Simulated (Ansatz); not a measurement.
Geometry optimisation, RKS B3LYP/def2-SVP (Ansatz 0.2.0).

The input (input.yaml):

```yaml
crystal:
  periodic: [false, false, false]
  atoms:
    - { symbol: B, position_ang: [0.011418, -0.272619, -0.064266] }
    - { symbol: F, position_ang: [-0.089618, -0.463342, 1.25363] }
    - { symbol: H, position_ang: [1.065401, 0.032016, -0.543937] }
    - { symbol: O, position_ang: [-1.056606, -0.490404, -0.850489] }
    - { symbol: H, position_ang: [-1.853273, -0.735767, -0.357549] }
    - { symbol: Br, position_ang: [-0.317497, 2.774435, 1.006999] }
    - { symbol: H, position_ang: [-0.114426, 1.566681, 1.871411] }
basis:
  gaussian: { orbitals: def2-SVP }
hamiltonian:
  xc: b3lyp
relax:
  f_tol: 0.03
  max_steps: 50
output:
  orbitals: {}
```

Launched with:

```bash
$ ansatz run input.yaml --threads 2 --pin off --max-ram 3072MiB --backend cpu --events-out ev --progress --plain --runs-dir out
```

Where does it end, and by what steps?

It converged. The force dipped under the threshold on the way, but the program's further checks kept it going. After 20 steps the energy has fallen by 0.131 eV; Br6 moved furthest, 1.10 Å.

```json
{"step": "0", "energy less start (eV)": "0.0000", "largest force component (eV/Å)": "1.245", "accepted": "yes"}
{"step": "1", "energy less start (eV)": "-0.0856", "largest force component (eV/Å)": "0.478", "accepted": "yes"}
{"step": "2", "energy less start (eV)": "-0.1002", "largest force component (eV/Å)": "0.305", "accepted": "yes"}
{"step": "3", "energy less start (eV)": "-0.1061", "largest force component (eV/Å)": "0.148", "accepted": "yes"}
{"step": "4", "energy less start (eV)": "-0.1101", "largest force component (eV/Å)": "0.103", "accepted": "yes"}
{"step": "5", "energy less start (eV)": "-0.1123", "largest force component (eV/Å)": "0.538", "accepted": "yes"}
{"step": "6", "energy less start (eV)": "-0.1197", "largest force component (eV/Å)": "0.328", "accepted": "yes"}
{"step": "7", "energy less start (eV)": "-0.1231", "largest force component (eV/Å)": "0.308", "accepted": "yes"}
{"step": "8", "energy less start (eV)": "-0.1250", "largest force component (eV/Å)": "0.289", "accepted": "yes"}
{"step": "9", "energy less start (eV)": "-0.1262", "largest force component (eV/Å)": "0.255", "accepted": "yes"}
{"step": "10", "energy less start (eV)": "-0.1284", "largest force component (eV/Å)": "0.090", "accepted": "yes"}
{"step": "11", "energy less start (eV)": "-0.1291", "largest force component (eV/Å)": "0.034", "accepted": "yes"}
{"step": "12", "energy less start (eV)": "-0.1296", "largest force component (eV/Å)": "0.050", "accepted": "yes"}
{"step": "13", "energy less start (eV)": "-0.1298", "largest force component (eV/Å)": "0.110", "accepted": "yes"}
{"step": "14", "energy less start (eV)": "-0.1301", "largest force component (eV/Å)": "0.035", "accepted": "yes"}
{"step": "15", "energy less start (eV)": "-0.1303", "largest force component (eV/Å)": "0.033", "accepted": "yes"}
{"step": "16", "energy less start (eV)": "-0.1304", "largest force component (eV/Å)": "0.028", "accepted": "yes"}
{"step": "17", "energy less start (eV)": "-0.1300", "largest force component (eV/Å)": "0.111", "accepted": "no"}
{"step": "18", "energy less start (eV)": "-0.1305", "largest force component (eV/Å)": "0.017", "accepted": "yes"}
{"step": "19", "energy less start (eV)": "-0.1306", "largest force component (eV/Å)": "0.039", "accepted": "yes"}
{"step": "20", "energy less start (eV)": "-0.1306", "largest force component (eV/Å)": "0.023", "accepted": "yes"}
```

```xyz
7
Properties=species:S:1:pos:R:3
B -0.009 -0.473 -0.238
F -0.230 -0.043 1.019
H 1.087 -0.372 -0.712
O -1.012 -1.009 -0.947
H -1.857 -1.042 -0.474
Br -0.195 3.385 1.916
H -0.139 1.964 1.752
```

Whether the end is a true minimum wasn't checked by a vibrational analysis.

Time of the run: 42 s on 2 threads of Arm Neoverse V1, with other jobs on the host, peak memory 0.18 GiB.
